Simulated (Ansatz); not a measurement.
Correlation energies of CH₂OSSe (`OC(=S)[SeH]`) by basis set

```xyz
6

O    -0.286   -1.012   -0.205
C    -0.234    0.316   -0.204
S    -1.221    1.288   -1.049
Se    1.134    0.993    0.906
H    -1.013   -1.261   -0.798
H     1.621   -0.324    1.350
```

Total charge 0; spin multiplicity 1. Correlated methods include outer-core shells of Se, which these sets cover unevenly. Scalar relativity is left out up to krypton. Geometry: relaxed with PBE0-D4/def2-TZVP. It is one conformer, not always the lowest. Frozen core, restricted reference, Ansatz 0.2.0.

```json
{"basis": "def2-SVP", "HF (Eh)": "?", "MP2 corr.": "-0.68187", "CCSD corr.": "?", "(T)": "?", "CCSD(T) total": "?"}
{"basis": "def2-TZVPP", "HF (Eh)": "-2911.31084", "MP2 corr.": "-0.84189", "CCSD corr.": "?", "(T)": "-0.04093", "CCSD(T) total": "?"}
{"basis": "def2-QZVPP", "HF (Eh)": "-2911.37452", "MP2 corr.": "-1.18974", "CCSD corr.": "–", "(T)": "–", "CCSD(T) total": "–"}
```

Problem. Fill in the withheld values. (Best estimate.)

Solution. The calculation gave: def2-SVP HF (Eh): -2910.73478; def2-SVP CCSD corr.: -0.70158; def2-SVP (T): -0.02440; def2-SVP CCSD(T) total: -2911.46076; def2-TZVPP CCSD corr.: -0.85896; def2-TZVPP CCSD(T) total: -2912.21073.
